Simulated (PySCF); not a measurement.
C2H6FNbS, SMILES [F][Nb](=[S])([CH3])[CH3], multiplicity 1. Atoms are numbered in the order given.

```xyz
11

Nb    -0.0312    -0.1274     0.1632
S      1.0016     1.0571    -1.3026
F      1.1158    -0.9932     1.3650
C     -1.2253    -1.5148    -0.9444
H     -1.9525    -0.9561    -1.5605
H     -1.7736    -2.1562    -0.2282
H     -0.6300    -2.1540    -1.6172
C     -1.3696     1.2128     1.1582
H     -0.8530     2.0630     1.6335
H     -1.9218     0.6469     1.9327
H     -2.0887     1.6184     0.4241
```
Charge 0, spin multiplicity 1.

The structure is a stationary point at B3LYP-D3(BJ)/def2-SVP. The spin state was assumed, not searched. The def2 effective core potentials stand for the cores of Nb; spin–orbit coupling is left out.

These are TDDFT-B3LYP/def2-SVPD (PySCF) values and carry that method's errors.

Vertical excitations. The molecule is in vacuum.

```tsv
state	energy (eV)	λ (nm)	f	main pairs
S1	3.51	353	0.000	HOMO−1→LUMO 87 %
S2	3.68	337	0.002	HOMO→LUMO 81 %, HOMO−1→LUMO+1 18 %
S3	3.81	325	0.001	HOMO→LUMO+1 86 %
S4	4.29	289	0.013	HOMO−1→LUMO+1 42 %, HOMO−2→LUMO 36 %, HOMO→LUMO 8 %
S5	4.30	288	0.005	HOMO−3→LUMO 96 %
S6	4.40	282	0.010	HOMO−2→LUMO 55 %, HOMO−1→LUMO+1 24 %
S7	4.61	269	0.002	HOMO−2→LUMO+1 70 %, HOMO−4→LUMO+1 27 %
S8	4.62	268	0.004	HOMO−4→LUMO 93 %
S9	4.84	256	0.009	HOMO−3→LUMO+1 87 %
S10	4.84	256	0.002	HOMO−4→LUMO+1 71 %, HOMO−2→LUMO+1 26 %
T1	3.05	407	0	HOMO→LUMO 74 %, HOMO−1→LUMO+1 21 %
T2	3.23	383	0	HOMO−1→LUMO 79 %, HOMO→LUMO+1 20 %
T3	3.31	375	0	HOMO−1→LUMO+1 75 %, HOMO→LUMO 22 %
T4	3.55	350	0	HOMO→LUMO+1 78 %, HOMO−1→LUMO 20 %
```
Triplets are in the Tamm–Dancoff approximation, which puts them higher than full response would, so one can lie above its singlet here.
